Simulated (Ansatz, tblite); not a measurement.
Cost and result up the ladder for the cluster Be₅Se₅ (the lowest singlet isomer of a short search) (10 atoms). The state is a singlet with charge 0. Geometry: PBE-D4/def2-SVP.

```csv
atom,x (Å),y (Å),z (Å)
Be1,0.8620,-1.3568,-1.6095
Be2,-0.7731,-1.0139,1.0126
Be3,-0.3946,0.7011,-1.3195
Be4,1.2205,0.1966,1.0597
Be5,-0.8359,1.3345,1.0748
Se6,0.8857,2.0324,-0.0717
Se7,1.1680,-1.9375,0.3641
Se8,-2.2081,0.1536,-0.1449
Se9,0.2291,-0.2553,-3.1375
Se10,-0.1536,0.1452,2.7719
```

Ansatz on 4 threads of Arm Neoverse V2 on a shared host; xTB runs through tblite on one thread. Times are rough, summed over both states, and most runs start from the orbitals of an earlier one. PBE0-D4/def2-TZVP serves as the yardstick here, not as an exact answer. The other state is a doublet.

The xTB rows come from tblite. The structure comes from a short search, and lower isomers may exist.

Raw xTB energies of ions are shifted by several eV.

```tsv
level	functions	wall time
GFN1-xTB	65	0.027 s
GFN2-xTB	65	0.045 s
PBE-D4/def2-TZVP	335	37 s
r2SCAN-D4/def2-TZVP	335	86 s
PBE0-D4/def2-TZVP	335	95 s
```

**Question.** Estimate what each level gives for the vertical IE (eV).

**Answer.** 
```csv
level,vertical IE (eV),difference from PBE0-D4/def2-TZVP (eV)
GFN1-xTB,11.53,3.22
GFN2-xTB,14.26,5.94
PBE-D4/def2-TZVP,8.05,-0.26
r2SCAN-D4/def2-TZVP,8.21,-0.10
PBE0-D4/def2-TZVP,8.32,0.00
```
